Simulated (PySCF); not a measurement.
**Spinor energies of Se (selenium, neutral)**

Start: [Ar] 3d10 4s2 4p4; 4p1/2 filled at m_j = -1/2, +1/2; 4p3/2 filled at m_j = +1/2, +3/2. Calculated with PySCF 2.14 in x2c-TZVPPall-2c: generalised Hartree-Fock with the X2C-1e Hamiltonian and a Gaussian nucleus; one run each with spin-orbit coupling (SO) switched off, then screened by Boettger's factors.

```
spinor shell  electrons  ε, spin-free (eV)  ε, screened SO (eV)  weight of nominal j (screened SO)  rms radius, screened SO (bohr)
       1s1/2          2           -12737.4             -12737.1                              1.000                          0.0508
       2s1/2          2            -1696.4              -1696.2                              1.000                           0.212
       2p1/2          2            -1486.9              -1515.5                              1.000                           0.187
       2p3/2          4            -1486.9              -1473.1                              1.000                           0.190
       3s1/2          2            -250.68              -250.61                              1.000                           0.612
       3p1/2          2            -182.85              -187.14                              0.999                           0.629
       3p3/2          4            -182.85              -180.70                              1.000                           0.639
       3d3/2          4            -70.542              -71.078                              0.986                           0.695
       3d5/2          6            -70.542              -70.075                              0.990                           0.697
       4s1/2          2            -23.371              -23.342                              0.999                            1.97
       4p3/2          2            -10.954              -11.563                              0.819                            2.45
       4p1/2          2            -10.954              -10.369                              0.709                            2.49
```

| quantity | spin-free | screened SO |
| --- | --- | --- |
| E (hartree) | -2428.00198 | -2428.12248 |
| M_J | 2 | 2 |
| ⟨J²⟩ | 6.013 | 6.019 |
| ⟨L²⟩ | 2.009 | 2.078 |
| ⟨S²⟩ | 2.004 | 1.974 |

Each row is a mean over spinors that exchange with the open shell spreads, by up to 5.190 eV (4s1/2).

Rows whose weight is well below 1 are mixtures of j = l ± 1/2: exchange outweighs spin-orbit coupling there, and the label is only the starting occupation.

Without spin-orbit coupling the j labels of p, d and f shells carry no meaning; the spin-free column gives the mean over the occupied spinors of each nl shell.
